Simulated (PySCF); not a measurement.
# Telling isomers of C$_{6}$H$_{10}$OSi$_{2}$ apart by NMR

Theory: geometry from GFN2-xTB, shielding tensors at PBE0/pcSseg-1 (GIAO), in PySCF 2.14.0 with density-fitted response routines (single conformer, fast rotation and ring inversion assumed for equivalent nuclei, non-relativistic Hamiltonian, no solvent).

Chemical shifts δ = σref − σ; TMS for ¹H (σ = 31.72 ppm) and ¹³C (σ = 186.93 ppm), all at this level. Where no couplings were computed, multiplicities follow the n + 1 count of equivalent neighbours, and m marks all less simple cases (inequivalent or close neighbours, rings, F or P nearby). Shifts are as computed. Against solution values, carbons near 30 ppm lie about +3 ppm off and those near 130 ppm about +5 ppm. Of 1309 compounds with measured shifts, 239 miss one by over three times the rms of a fit or turn the order of signals round; such compounds aren't used in these exercises.

(1) Tabulate the signals of `O=C1C[C@@H]2C([SiH3])=C([SiH3])[C@H]12`, `[SiH3]OC1=C[C@@]2([SiH3])C=C[C@@H]12` and their relative energies.

(2) What is the quickest way to tell O=C1C[C@@H]2C([SiH3])=C([SiH3])[C@H]12 from [SiH3]OC1=C[C@@]2([SiH3])C=C[C@@H]12?

Results:

(1) 
```json
{"SMILES": "O=C1C[C@@H]2C([SiH3])=C([SiH3])[C@H]12", "carbon types": "3×C 2×CH 1×CH2", "δC": "210.7, 182.3, 170.9, 78.2, 45.4, 39.6", "δH": "4.29 (m, 1H), 4.18 (s, 3H), 4.15 (s, 3H), 3.36 (m, 1H), 2.86 (m, 1H), 2.82 (m, 1H)", "E rel. (kcal/mol)": "0.0"}
{"SMILES": "[SiH3]OC1=C[C@@]2([SiH3])C=C[C@@H]12", "carbon types": "2×C 4×CH", "δC": "166.1, 160.5, 148.2, 120.0, 56.7, 39.1", "δH": "7.09 (d, 1H), 6.89 (m, 1H), 5.46 (s, 1H), 5.06 (s, 3H), 4.12 (s, 3H), 3.94 (m, 1H)", "E rel. (kcal/mol)": "7.3"}
```

Energies are electronic energies at PBE0/pcSseg-1 on these geometries, without zero-point or thermal terms, each for the one conformer computed, which needn't be the lowest.

(2) Both give the same number of carbon signals, but DEPT or the intensities differ. The first has an sp3 CH2 α to a carbonyl at 45.4 ppm, the second an alkene CH at 160.5 ppm. Their most deshielded carbons lie at 210.7 and 166.1 ppm. In the proton spectra the most deshielded non-exchanging signals are 4.29 (m, 1H) and 7.09 (d, 1H).
